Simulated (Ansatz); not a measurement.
A structure relaxed at PBE0-D4/def2-SVP in Ansatz, charge 0, singlet:

```xyz
5

Ba    1.570    1.717    0.064
Ba    0.621   -2.168    0.576
Ba   -2.191    0.452   -0.640
Se    0.477   -0.366   -1.890
Se   -0.477    0.365    1.890
```

(1) Give its formula and point group.

(2) Summarise the bond lengths by kind (pairs closer than 1.2 times the sum of covalent radii, bridged metal pairs left out).

Answers

(1) Ba3Se2 (the lowest singlet isomer of a short search). Point group D3h (tolerance 0.1 Å).

(2) 6 × Ba–Se 3.06 Å.

In the def2 sets Ba takes a core potential; there is no spin–orbit coupling. The restricted singlet is unstable towards broken spin symmetry in Hartree–Fock (as tested in another run); at PBE0-D4/def2-SVP this wasn't settled. The structure comes from a short search, and lower isomers may exist.
